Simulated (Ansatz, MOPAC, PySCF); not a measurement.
System: B2F3, net charge 0, doublet state. SMILES: F[B]B(F)F
Structure (B3LYP-D3(BJ)/def2-TZVP (Ansatz, an electronic-structure program) minimum search):
```xyz
5

B     -0.9299     0.3625    -0.5236
F     -2.1974     0.2522    -0.2924
B      0.5496    -0.0774     0.0956
F      1.1760    -1.1628    -0.3474
F      1.2327     0.7523     0.8776
```
Charge 0, spin multiplicity 2.

Wanted: size of the dipole moment, in D. Conventions: non-relativistic; 6-311+G** with 5d; six Cartesian d functions in 6-31G* and its kin unless marked 5d; PM7 with its own dispersion and hydrogen-bond terms; no dispersion term unless named; open shells spin-unrestricted; LANL2DZ all-electron up to Ne; no spin-orbit coupling. Ab initio and DFT rows: single points at B3LYP-D3(BJ) geometries (Ansatz). Semi-empirical rows: dipoles at the shared geometry.

```
level             program  size of the dipole moment (D)
----------------  -------  -----------------------------
PM3                 MOPAC                           1.43
PM6                 MOPAC                           1.43
PM7                 MOPAC                           1.00
PBE/3-21G          Ansatz                           1.16
PBE/6-31G*         Ansatz                           1.16
BP86/6-31G* (5d)    PySCF                           1.15
B3LYP/LANL2DZ      Ansatz                           1.29
B3LYP/6-31G*       Ansatz                           1.13
B3LYP/cc-pVDZ      Ansatz                           1.13
PBE0/6-311+G**     Ansatz                           1.21
```

No value to compare with is used here. The 10 habitual levels span 1.00 (PM7) to 1.43 D (PM3).

The levels are drawn from those run, B3LYP/6-31G* more often than the rest, none by its result; runs whose electronic state is in doubt are left out.
